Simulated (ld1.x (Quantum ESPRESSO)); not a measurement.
## mercury (Hg), RRKJ: configuration errors across variants

```json
{
  "Element": "Hg (Z = 80)",
  "Generator": "ld1.x (Quantum ESPRESSO) 7.5",
  "Type": "norm-conserving RRKJ (Kleinman–Bylander form)",
  "Functional": "PBEsol",
  "Relativity": "scalar-relativistic",
  "Frozen core": "[Kr] 4d10 4f14 5s2",
  "Valence charge": "18",
  "Reference configuration": "5p6 5d10 6s0.5 6p0 (charge +1.5)",
  "Partial waves": "6s (bound): rc 1.90 bohr; 5p (bound): rc 1.75 bohr; 5d (bound): rc 1.60 bohr",
  "Local potential": "all-electron potential smoothed inside 1.25 bohr (lloc = -1)",
  "Core correction": "a·sin(br)/r model core, default radius (core density twice the valence density)"
}
```

All-electron excitation energies from the reference (eV): (1) 5p6 5d10 6s2 6p0 -19.167; (2) 5p6 5d10 6s1 6p0 -8.427; (3) 5p6 5d10 6s0 6p0 10.577; (4) 5p6 5d10 6s0 6p1 -0.919; (5) 5p6 5d10 6s1 6p1 -13.039; (6) 5p6 5d8 6s0 6p0 95.914.

The default core radius of the base comes out at 0.75 bohr.

Tests that are not counted but printed errors over 1 eV. “base”: 5p5 5d10 6s2 6p0 (solver errors, printed error -18.1 eV). “local potential all-electron potential smoothed inside 1.16 bohr (lloc = -1)”: 5p5 5d10 6s2 6p0 (solver errors, printed error -2459 eV). “wave 5p (bound): rc 1.75 bohr becomes 5p (bound): rc 1.76 bohr”: 5p5 5d10 6s2 6p0 (solver errors, printed error -18.1 eV).

1 further variants failed, have other tests or another functional or relativity, and are left out.

A true bound ghost makes a file unfit for plane-wave use even where its test errors are small: the radial tests pick states by their node count and pass the ghost by. Where a test does run into it, the solver fails or the error is huge.

Errors AE − PS in meV (a dash: test not solved or not reliable):

| change | (1) | (2) | (3) | (4) | (5) | (6) | bound ghosts |
| --- | --- | --- | --- | --- | --- | --- | --- |
| base | -7.6 | +0.6 | -7.1 | +289 | +171 | +2.0 | s |
| local potential all-electron potential smoothed inside 1.16 bohr (lloc = -1) | -5.0 | +0.8 | -7.1 | +367 | +217 | +4.2 | s |
| wave 5p (bound): rc 1.75 bohr becomes 5p (bound): rc 1.76 bohr | -7.6 | +0.6 | -7.1 | +289 | +171 | +2.0 | s |
| type TM; local potential the s channel | -8.4 | +0.6 | -7.0 | -1033 | -572 | -297 | none |
| local potential the s channel | -7.5 | +0.7 | -6.8 | -1033 | -572 | -290 | none |

Give the same row for: core correction a·sin(br)/r model core inside 1.72 bohr.

-6.9, +0.7, -7.0, +290, +171, +3.2; bound ghosts: s. Not counted: 5p5 5d10 6s2 6p0 (solver errors, printed error -18.1 eV).
